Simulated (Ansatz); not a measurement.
A made-up structure of SiH2SO2, closed shell:

```xyz
6
angstrom
O -1.4289 1.3043 -0.6882
Si 0.4792 -0.3191 0.1533
O -0.1575 0.9568 -0.6155
S -0.4034 -1.4520 1.0157
H 0.6127 1.3992 -1.0053
H 0.6829 -2.1677 1.3519
```

It is relaxed with PBE-D4/def2-SVP and then PBE0-D4/def2-TZVP (Ansatz 0.2.0). Atoms count as bonded within 1.22 times the sum of their covalent radii (H–H: 0.88 Å). The end point is not checked to be a true minimum.

Question: Does its bonding change? (Judge from chemistry; the calculation decides.)

Answer: The calculation gives: No: no bond forms or breaks.

Where it ends: The first stage lowers the energy by 5.05 eV in 10 steps. It ends as SiH₂SO₂ ([O][OH][Si][SH]):
| atom | x (Å) | y (Å) | z (Å) |
| --- | --- | --- | --- |
| O1 | -1.4164 | 0.9538 | -0.4582 |
| Si2 | 1.0681 | -0.2874 | 0.0589 |
| O3 | 0.0222 | 0.9166 | -0.6113 |
| S4 | -0.5379 | -1.3105 | 0.9367 |
| H5 | 0.3117 | 1.6668 | -1.1451 |
| H6 | 0.3374 | -2.2178 | 1.4309 |

Labels in which every atom is bracketed show which atoms are joined, not bond orders.

For scale, one of the runs: PBE0-D4/def2-TZVP relaxation, 148 basis functions, launched by `ansatz run in.yaml --threads 2 --pin off --events-out ev --progress --plain --max-ram 4352MiB`. Hardware: 2 CPU threads of an Arm Neoverse V2, shared host. Wall time about 27 s.
